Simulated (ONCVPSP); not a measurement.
# N, ONCV: configuration errors across variants

N, optimised norm-conserving Vanderbilt (ONCV), made with ONCVPSP 4.0.1 (PBE, scalar-relativistic). Core [He], reference 2s2 2p3. Waves: 2s: rc 0.85 bohr, ncon 4, nbas 8, qcut 9.9 1/bohr, 2 projectors, debl 1.4 Ha; 2p: rc 2.45 bohr, ncon 3, nbas 7, qcut 6.3 1/bohr, 2 projectors, debl 1.2 Ha; d scattering state at 0.1 Ha: rc 2.25 bohr, ncon 3, nbas 6, qcut 4.7 1/bohr, 2 projectors, debl 1 Ha. Local part: polynomial inside 0.80 bohr (lpopt 5, dvloc0 0 Ha). Core correction: Teter function, fcfact 3, rcfact 1.25.

All-electron excitation energies from the reference (eV): (1) 2s2 2p2 13.591; (2) 2s2 2p1 42.445; (3) 2s2 2p0 89.527; (4) 2s1 2p4 11.507.

Errors AE − PS in meV (a dash: test not solved or not reliable):

```csv
change,(1),(2),(3),(4),bound ghosts,GHOST(+) flags above zero
base,+130,+939,+3293,-27,none,d
"local potential polynomial inside 0.65 bohr (lpopt 5, dvloc0 0 Ha)",+130,+939,+3293,-27,none,d
s: qcut 7.8,+130,+939,+3293,-27,none,d
p: rc 3.5,+367,+2297,+7211,-104,none,d
"core correction Teter function, fcfact 3, rcfact 1.64",+131,+947,+3320,-27,none,d
```

Problem. Give the same row for: core correction Teter function fitted to the true core (icmod 2), fcfact 0.45.

Solution. +130, +944, +3320, -27; bound ghosts: none; GHOST(+) flags above zero: d.
